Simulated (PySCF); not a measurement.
CH9ClSSi3.
Z-matrix (Å and degrees, PBE0-D3(BJ)/def2-SVP geometry), rows numbered from 1:
```
C 
S   1  1.8222
Si  2  2.1499  1  100.80
Si  3  2.3477  2  111.51  1    67.33
Si  3  2.3381  2  106.43  1  -175.89
Cl  5  2.0834  3  104.45  2  -164.54
H   1  1.0990  2  111.18  3    63.32
H   1  1.0984  2  106.52  3  -178.18
H   1  1.0990  2  111.47  3   -59.67
H   3  1.4999  2  111.24  1   -56.54
H   4  1.4938  3  110.98  2  -169.84
H   4  1.4966  3  110.10  2   -49.35
H   4  1.4942  3  108.61  2    69.53
H   5  1.4914  3  111.25  2   -47.87
H   5  1.4908  3  114.42  2    76.99
```

All values: wB97X-D/def2-SVPD (PySCF, non-relativistic), on one gas-phase PBE0-D3(BJ)/def2-SVP geometry that isn't relaxed in the solvent. The solvent is an IEF-PCM continuum (cavity from Bondi-type radii × 1.2), and excitations are vertical TDDFT with non-equilibrium linear response and a frozen core. The model holds no explicit solvent molecules, cavitation or dispersion.

| run | E − E(gas) (kcal/mol) | HOMO (eV) | HOMO–LUMO gap (eV) | dipole (D) | lowest singlet (eV) | static polarisability (au) |
| --- | --- | --- | --- | --- | --- | --- |
| gas | 0.00 | -8.75 | 9.41 | 2.07 | 5.18 | 135.0 |
| P | -3.11 | -8.71 | 9.45 | 2.85 | 5.23 | 193.3 |
| Q | -2.18 | -8.70 | 9.44 | 2.59 | 5.21 | 172.3 |

Task: The runs were made in chloroform and water. Which run belongs to which solvent?

Result: P = water, Q = chloroform. The dielectric constants are 4.711 (chloroform), 78.36 (water), and the energy falls further as ε rises. The optical constants n² used for the excitations are 2.09, 1.78 in the same order. In this model the ground state sees the solvent through ε alone.

Task: How constant is the ratio of the lowering to (ε − 1)/(2ε + 1)?

Result: 
```tsv
solvent	(ε − 1)/(2ε + 1)	E − E(gas) (kcal/mol)	ratio (kcal/mol)	polarisation term (kcal/mol)
chloroform	0.356	-2.18	-6.1	-2.45
water	0.490	-3.11	-6.3	-3.69
```

The ratio changes by +3.8 % in size from chloroform to water. The polarisation term is half the interaction of the solute with the induced surface charges.

Cost: about 70 s of CPU time on one thread; the machine was shared, so the figure is rough. This is the whole response run at wB97X-D/def2-SVPD in water, SCF included.

wB97X-D is run here without its empirical dispersion term; that term would change no orbital, density or response property at a fixed geometry.
